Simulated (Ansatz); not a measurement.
Basis sets compared for Na₂Se (the lowest singlet isomer of a short search). The state is a singlet with charge 0. Geometry PBE-D4/def2-TZVP. Ansatz on 4 threads of Arm Neoverse V1 on a shared host; times are rough, and most runs start from earlier orbitals.

Cartesian coordinates in Å:
```
Na 0.4712 -1.1951 1.7000
Na -1.3474 1.1257 -1.2073
Se 0.8762 0.0694 -0.4927
```

At HF/STO-3G the highest occupied level of the charge 0 singlet lies above zero (up to 0.69 eV). In Hartree–Fock with STO-3G the lack of diffuse functions raises the level. The structure comes from a short search, and lower isomers may exist.

```tsv
level	functions	energy (Eh)	HOMO (eV)	LUMO (eV)	wall time
HF/STO-3G	36	-2693.2508	0.69	12.01	0.1 s
HF/def2-TZVP	112	-2723.6219	-5.88	-0.01	0.65 s
PBE-D4/def2-SVP	62	-2725.2034	-3.04	-1.79	0.55 s
PBE-D4/def2-TZVP	112	-2725.6191	-3.20	-1.88	0.9 s
r2SCAN-D4/def2-TZVP	112	-2726.1391	-3.19	-1.41	2 s
PBE0-D4/def2-SVP	62	-2725.3089	-3.84	-1.25	0.65 s
PBE0-D4/def2-TZVP	112	-2725.7230	-3.99	-1.34	1.4 s
```

Task: Estimate the rows for PBE-D4/def2-TZVPD, r2SCAN-D4/def2-TZVPD, PBE0-D4/def2-TZVPD.

Result: 
```
               level  functions  energy (Eh)  HOMO (eV)  LUMO (eV)  wall time
   PBE-D4/def2-TZVPD        127   -2725.6200      -3.22      -1.88      1.1 s
r2SCAN-D4/def2-TZVPD        127   -2726.1397      -3.21      -1.40      2.4 s
  PBE0-D4/def2-TZVPD        127   -2725.7238      -4.01      -1.34      1.4 s
```
